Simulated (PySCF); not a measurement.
## Magnetisability: SMILES N#CC1=CC=C[SiH2]1, C₅H₅NSi

Geometry:
```
atom   x (Å)   y (Å)   z (Å)
  N1   3.387   0.602  -0.682
  C2   2.272   0.473  -0.428
  C3   0.928   0.258  -0.147
  C4   0.119   1.146   0.469
  C5  -1.253   0.727   0.668
  C6  -1.572  -0.496   0.218
 Si7  -0.062  -1.316  -0.563
  H8   0.448   2.120   0.805
  H9  -1.948   1.396   1.155
 H10  -2.565  -0.902   0.316
 H11   0.427  -2.481   0.168
 H12  -0.179  -1.526  -2.004
```

Method used: GIAO KT3/pcSseg-1 magnetisability, rotational g tensor and spin-rotation constants, non-relativistic, gas phase in PySCF. Geometry: GFN2-xTB.

How diamagnetic is it, and how anisotropic?

Isotropic -933 × 10⁻³⁰ J/T², or -56.2 × 10⁻⁶ cm³/mol; principal values -1170, -895, -735 × 10⁻³⁰ J/T², anisotropy 380 × 10⁻³⁰ J/T² (root of half the summed squared differences of the principal values). The susceptibility is in cgs units.

Split it along the inertial axes a, b, c into diamagnetic and paramagnetic parts about the centre of mass, with the quadrupole moment.


| axis | χ (10⁻⁶ cm³/mol) | diamagnetic (10⁻⁶ cm³/mol) | paramagnetic (10⁻⁶ cm³/mol) | summed x² of all electrons (Å²) | quadrupole Θ (D Å) |
| --- | --- | --- | --- | --- | --- |
| a | -53.9 | -354.4 | 300.5 | 165.9 | -13.13 |
| b | -44.3 | -760.6 | 716.3 | 70.2 | +12.46 |
| c | -70.4 | -1001.7 | 931.3 | 13.3 | +0.67 |

Anisotropies 2χaa − χbb − χcc = +7.0 and 2χbb − χaa − χcc = +35.7 × 10⁻⁶ cm³/mol. Θ is traceless in Buckingham's convention.

And the rotational g tensor?


```tsv
axis	rotational constant (GHz)	g	nuclear part	electronic part
a	4.6971	-0.0595	0.6036	-0.6631
b	1.7144	-0.0416	0.5353	-0.5769
c	1.2751	-0.0111	0.5468	-0.5579
```
Asymmetric top; isotopes 12C, 1H, 14N, 28Si; no vibrational averaging.
